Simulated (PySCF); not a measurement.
Isomers of C6H8N2. Computed with PySCF 2.14.0, density-fitted response routines, TDDFT CAM-B3LYP/def2-SVPD, vertical, gas phase, core orbitals frozen in the response. Geometries: PBE0-D3(BJ)/def2-SVP; one conformer of each isolated species. Triplets are in the Tamm–Dancoff approximation.

A. `CNC1=CC=CC=N1`
B. `CNc1ccncc1`
C. `N#CC[C@H]1C=NCC1`
D. `CCc1cnccn1`

Lowest singlet levels (six at most, fewer where fewer were computed) with oscillator strengths:

1. 4.67 eV (f 0.083); 5.37 eV (f 0.004); 5.71 eV (f 0.254); 5.80 eV (f 0.013); 6.12 eV (f 0.000); 6.37 eV (f 0.001); T1 3.70 eV
2. 5.37 eV (f 0.002); 7.36 eV (f 0.176); 7.40 eV (f 0.055); 7.63 eV (f 0.001); 7.84 eV (f 0.003); 7.96 eV (f 0.002)
3. 5.15 eV (f 0.020); 5.35 eV (f 0.000); 5.62 eV (f 0.007); 5.72 eV (f 0.186); 5.76 eV (f 0.005); 6.46 eV (f 0.018); T1 4.07 eV
4. 4.14 eV (f 0.005); 4.98 eV (f 0.000); 5.31 eV (f 0.133); 5.79 eV (f 0.000); 6.45 eV (f 0.139); 6.82 eV (f 0.000); T1 3.46 eV

Problem. Match each spectrum to its molecule.

Solution. 1 = A, 2 = C, 3 = B, 4 = D.
- A: S1 at 4.67 eV, HOMO→LUMO (94%); Löwdin shares by element: HOMO carbon 38% or more, nitrogen 28% or more (atoms not listed hold the other 33%); LUMO carbon 54% or more, nitrogen 19% or more (atoms not listed hold the other 27%); HOMO -7.17 and LUMO 0.57 eV.
- B: S1 at 5.15 eV, HOMO→LUMO (78%), HOMO-2→LUMO+1 (12%); Löwdin shares by element: HOMO nitrogen 46%, carbon 23% or more (atoms not listed hold the other 31%); LUMO carbon 65% or more (atoms not listed hold the other 35%); HOMO -7.56 and LUMO 0.82 eV.
- C: S1 at 5.37 eV, HOMO→LUMO (87%); Löwdin shares by element: HOMO nitrogen 60% or more, carbon 27% or more; LUMO carbon 34% or more, nitrogen 31% or more, hydrogen 6% or more (atoms not listed hold the other 29%); HOMO -9.33 and LUMO 0.54 eV.
- D: S1 at 4.14 eV, HOMO→LUMO (98%); Löwdin shares by element: HOMO nitrogen 55%, carbon 17% or more (atoms not listed hold the other 28%); LUMO nitrogen 48%, carbon 23% or more (atoms not listed hold the other 30%); HOMO -8.62 and LUMO -0.39 eV.
